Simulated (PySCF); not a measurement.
AlF4, SMILES [F][Al-]([F])([F])[F], charge -1. Atoms are numbered in the order given.

```xyz
5

Al     0.0000     0.0000     0.0000
F      0.9988     0.9988    -0.9988
F     -0.9988     0.9988     0.9988
F     -0.9988    -0.9988    -0.9988
F      0.9988    -0.9988     0.9988
```
Charge -1, spin multiplicity 1.

Geometry: PBE-D3(BJ)/def2-SVPD. The isomer is the one that the SMILES or the coordinates give; other isomers of the formula were not compared.

Method: IEF-PCM-PBE0/def2-SVPD run with PySCF.

The values are the electrostatic part of the solvation free energy, E(continuum) − E(gas) at the gas-phase geometry, in a cavity of scaled van der Waals radii (PySCF's table); cavitation and dispersion terms are not included. A continuum can't describe solvent molecules that bind to the metal. In vacuum the orbital gap is 9.48 eV.

```json
[
 {"solvent": "water", "ε": "78.36", "ΔG(elec) (kcal/mol)": "-55.5", "gap (eV)": "10.35"},
 {"solvent": "ethylethanoate", "ε": "5.99", "ΔG(elec) (kcal/mol)": "-46.7", "gap (eV)": "10.24"},
 {"solvent": "tetrahydrofuran", "ε": "7.43", "ΔG(elec) (kcal/mol)": "-48.6", "gap (eV)": "10.26"}
]
```
